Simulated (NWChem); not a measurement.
System: BH3; SMILES B

NWChem input:

```
start job
memory heap 200 mb stack 900 mb global 1100 mb
geometry units angstroms noautoz
  B      0.000000     0.000000     0.000000
  H     -1.165339     0.312252     0.000000
  H      0.312252    -1.165339     0.000000
  H      0.853087     0.853087     0.000000
end
basis spherical
  * library def2-tzvpd
end
dft
  xc becke88 lyp
  iterations 150
  mulliken
end
task dft energy
```

NWChem printed, in part:

```
             Northwest Computational Chemistry Package (NWChem) 7.3.0
             --------------------------------------------------------

 D3H symmetry detected

                             Geometry "geometry" -> ""
                             -------------------------

 Output coordinates in angstroms (scale by  1.889725989 to convert to a.u.)

  No.       Tag          Charge          X              Y              Z
 ---- ---------------- ---------- -------------- -------------- --------------
    1 B                    5.0000    -0.00000000    -0.00000000     0.00000000
    2 H                    1.0000     0.85308728     0.85308728     0.00000000
    3 H                    1.0000    -1.16533890     0.31225162     0.00000000
    4 H                    1.0000     0.31225162    -1.16533890     0.00000000

 Effective nuclear repulsion energy (a.u.)       7.3390842660

      Symmetry information
      --------------------

 Group name             D3h
 Group number             27
 Group order              12
 No. of unique centers     2

                                 NWChem DFT Module
                                 -----------------

 Summary of "ao basis" -> "ao basis" (spherical)
 ------------------------------------------------------------------------------
       Tag                 Description            Shells   Functions and Types
 ---------------- ------------------------------  ------  ---------------------
 B                         def2-tzvpd               13       37   6s3p3d1f
 H                         def2-tzvpd                5        9   3s2p

      Symmetry analysis of basis
      --------------------------

        a1'        15
        a1"         0
        a2'         3
        a2"         6
        e'         28
        e"         12

  Rotation of axis

            General Information
            -------------------
          SCF calculation type: DFT
          Wavefunction type:  closed shell.
          No. of atoms     :     4
          No. of electrons :     8
           Alpha electrons :     4
            Beta electrons :     4
          Charge           :     0
          Spin multiplicity:     1
          Use of symmetry is: on ; symmetry adaption is: on
          Maximum number of iterations: 150
          AO basis - number of functions:    64
                     number of shells:    28
          Convergence on energy requested:  1.00D-06
          Convergence on density requested:  1.00D-05
          Convergence on gradient requested:  5.00D-04

              XC Information
              --------------
                    Becke 1988 Exchange Functional  1.000
              Lee-Yang-Parr Correlation Functional  1.000

             Grid Information
             ----------------
          Grid used for XC integration:  medium
          Radial quadrature: Mura-Knowles
          Angular quadrature: Lebedev.
          Tag              B.-S. Rad. Rad. Pts. Rad. Cut. Ang. Pts.
          ---              ---------- --------- --------- ---------
          B                   0.85       49           9.0       434
          H                   0.35       45           8.0       434
          Grid pruning is: on
          Number of quadrature shells:    94
          Spatial weights used:  Erf1

      Superposition of Atomic Density Guess
      -------------------------------------

 Sum of atomic energies:         -26.03414127

      Non-variational initial energy
      ------------------------------

 Total energy =     -26.232038
 1-e energy   =     -48.017999
 2-e energy   =      14.446877
 HOMO         =      -0.409914
 LUMO         =      -0.054058

      Symmetry analysis of molecular orbitals - initial
      -------------------------------------------------

  Numbering of irreducible representations:

     1 a1'         2 a1"         3 a2'         4 a2"         5 e'
     6 e"

  Orbital symmetries:

     1 a1'         2 a1'         3 e'          4 e'          5 a2"
     6 a1'         7 e'          8 e'          9 e'         10 e'
    11 a1'        12 e"         13 e"         14 a1'

     ---------------------------------------------
      Total Density - Mulliken Population Analysis
     ---------------------------------------------

    Atom       Charge   Shell Charges
 -----------   ------   -------------------------------------------------------
    1 B    5     4.93   0.92  1.06  0.59  0.61  0.08  0.00  0.74  0.74  0.15  0.02  0.01  0.00  0.00
    2 H    1     1.02   0.25  0.53  0.23  0.01  0.00
    3 H    1     1.02   0.25  0.53  0.23  0.01  0.00
    4 H    1     1.02   0.25  0.53  0.23  0.01  0.00

   convergence    iter        energy       DeltaE   RMS-Dens  Diis-err
 ---------------- ----- ----------------- --------- --------- ---------
 d= 0,ls=0.0,diis     1    -26.5758771590 -3.39D+01  4.05D-03  1.31D-01
 d= 0,ls=0.0,diis     2    -26.5861725346 -1.03D-02  2.34D-03  2.49D-02
 d= 0,ls=0.0,diis     3    -26.5894903297 -3.32D-03  8.14D-04  7.03D-03
 d= 0,ls=0.0,diis     4    -26.5907194051 -1.23D-03  2.91D-05  4.47D-06
 d= 0,ls=0.0,diis     5    -26.5907202100 -8.05D-07  4.27D-06  4.02D-08

         Total DFT energy =      -26.590720210035
      One electron energy =      -48.925384540035
           Coulomb energy =       20.095067260507
    Exchange-Corr. energy =       -5.099487196480
 Nuclear repulsion energy =        7.339084265974

 Numeric. integr. density =        7.999999911419

                  Occupations of the irreducible representations
                  ----------------------------------------------

                     irrep           alpha         beta
                     --------     --------     --------
                     a1'               2.0          2.0
                     a1"               0.0          0.0
                     a2'               0.0          0.0
                     a2"               0.0          0.0
                     e'                2.0          2.0
                     e"                0.0          0.0

                       DFT Final Molecular Orbital Analysis
                       ------------------------------------

 Vector    2  Occ=2.000000D+00  E=-4.561607D-01  Symmetry=a1'
              MO Center= -5.5D-15,  1.7D-15,  3.8D-16, r^2= 1.4D+00
   Bfn.  Coefficient  Atom+Function         Bfn.  Coefficient  Atom+Function
  ----- ------------  ---------------      ----- ------------  ---------------
     3      0.339794  1 B  s                  4      0.301643  1 B  s
     2     -0.190659  1 B  s                 39      0.118461  2 H  s
    48      0.118461  3 H  s                 57      0.118461  4 H  s
     1     -0.100136  1 B  s                 38      0.097851  2 H  s
    47      0.097851  3 H  s                 56      0.097851  4 H  s

 Vector    3  Occ=2.000000D+00  E=-3.084710D-01  Symmetry=e'
              MO Center= -1.5D-01, -3.1D-01, -8.7D-17, r^2= 1.6D+00
   Bfn.  Coefficient  Atom+Function         Bfn.  Coefficient  Atom+Function
  ----- ------------  ---------------      ----- ------------  ---------------
     8      0.264787  1 B  py                57     -0.231749  4 H  s
    48      0.191980  3 H  s                  7     -0.190738  1 B  px
    58     -0.172062  4 H  s                 56     -0.164106  4 H  s
    11      0.151029  1 B  py                49      0.142536  3 H  s
    47      0.135945  3 H  s                 10     -0.108793  1 B  px

 Vector    4  Occ=2.000000D+00  E=-3.084710D-01  Symmetry=e'
              MO Center=  1.5D-01,  3.1D-01,  1.8D-16, r^2= 1.6D+00
   Bfn.  Coefficient  Atom+Function         Bfn.  Coefficient  Atom+Function
  ----- ------------  ---------------      ----- ------------  ---------------
     7      0.264787  1 B  px                39      0.244640  2 H  s
     8      0.190738  1 B  py                40      0.181633  2 H  s
    38      0.173235  2 H  s                 48     -0.156760  3 H  s
    10      0.151029  1 B  px                49     -0.116387  3 H  s
    47     -0.111005  3 H  s                 11      0.108793  1 B  py

 Vector    5  Occ=0.000000D+00  E=-1.082198D-01  Symmetry=a2"
              MO Center= -8.4D-18, -1.4D-18, -3.8D-16, r^2= 2.2D+00
   Bfn.  Coefficient  Atom+Function         Bfn.  Coefficient  Atom+Function
  ----- ------------  ---------------      ----- ------------  ---------------
     9      0.399338  1 B  pz                12      0.371149  1 B  pz
    15      0.304026  1 B  pz                46      0.045320  2 H  pz
    55      0.045320  3 H  pz                64      0.045320  4 H  pz

 Vector    6  Occ=0.000000D+00  E= 2.931346D-04  Symmetry=a1'
              MO Center=  7.8D-16, -8.9D-17, -3.8D-32, r^2= 1.2D+01
   Bfn.  Coefficient  Atom+Function         Bfn.  Coefficient  Atom+Function
  ----- ------------  ---------------      ----- ------------  ---------------
     5      3.285496  1 B  s                  6     -2.589173  1 B  s
    40     -0.771221  2 H  s                 49     -0.771221  3 H  s
    58     -0.771221  4 H  s                  4      0.736350  1 B  s
    53     -0.172363  3 H  px                63     -0.172363  4 H  py
     3      0.133768  1 B  s                 44      0.126179  2 H  px

 Vector    7  Occ=0.000000D+00  E= 6.906946D-02  Symmetry=e'
              MO Center=  5.4D-02, -3.3D-01, -2.8D-29, r^2= 8.9D+00
   Bfn.  Coefficient  Atom+Function         Bfn.  Coefficient  Atom+Function
  ----- ------------  ---------------      ----- ------------  ---------------
    58      2.431979  4 H  s                 14      2.277541  1 B  py
    49     -1.319302  3 H  s                 40     -1.112676  2 H  s
    63      0.827681  4 H  py                13     -0.731601  1 B  px
    53     -0.511068  3 H  px                44      0.461274  2 H  px
     8     -0.217019  1 B  py                62     -0.206832  4 H  px

     ---------------------------------------------
      Total Density - Mulliken Population Analysis
     ---------------------------------------------

[...]
```

Level: BLYP/def2-TZVPD. Coordinates come from a PBE0/def2-SVP optimisation.
